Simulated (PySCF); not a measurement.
Species: C₅H₁₁I.
Numbering: `[CH3:1][CH2:2][CH2:3][CH2:4][CH2:5][I:6]` (hydrogens: H7, H8, H9 on C1; H10, H11 on C2; H12, H13 on C3; H14, H15 on C4; H16, H17 on C5)

The calculation used PySCF 2.14.0, PBE0-D3(BJ)/def2-SVP geometry optimisation, gas phase, def2 core potentials past Kr.

(1) Give the optimised bond lengths and angles.

## Answers

(1) 
```tsv
bond	length (Å)	order
C1–C2	1.520	single
C2–C3	1.522	single
C3–C4	1.521	single
C4–C5	1.512	single
C5–I6	2.169	single
C1–H7, C1–H8, C1–H9	1.101	single
C2–H10, C2–H11	1.104	single
C3–H12, C3–H13	1.105	single
C4–H14, C4–H15	1.105	single
C5–H16, C5–H17	1.097	single
```

Bonds in one row agree within 0.01 Å and their mean is given. Orders are formal, as drawn. A selection of angles:
```tsv
angle	degrees
C2–C1–H7	111.3
H7–C1–H8	107.6
C1–C2–C3	113.3
C1–C2–H10	109.6
C3–C2–H10	109.0
H10–C2–H11	105.7
C2–C3–C4	113.3
C2–C3–H12	109.4
C4–C3–H12	109.2
H12–C3–H13	105.8
C3–C4–C5	115.2
C3–C4–H14	109.2
C5–C4–H14	106.4
C5–C4–H15	109.7
H14–C4–H15	105.9
C4–C5–I6	113.6
C4–C5–H16	112.4
I6–C5–H16	104.2
I6–C5–H17	104.6
H16–C5–H17	109.1
```

Dihedral angles: C1–C2–C3–C4 179° (antiperiplanar); C2–C3–C4–C5 180° (antiperiplanar); C3–C4–C5–I6 -67° (synclinal). The mirror-image conformer, all signs reversed, is as good.

Of the pairs four or more bonds apart, I6···H12 is among the closest relative to their van der Waals radii: 3.07 Å, 97 % of the sum of Bondi's values.

Point group: C1 (no symmetry element, even within 0.4 Å). Stationary, but not proved a minimum. The numbers are those of one conformer.
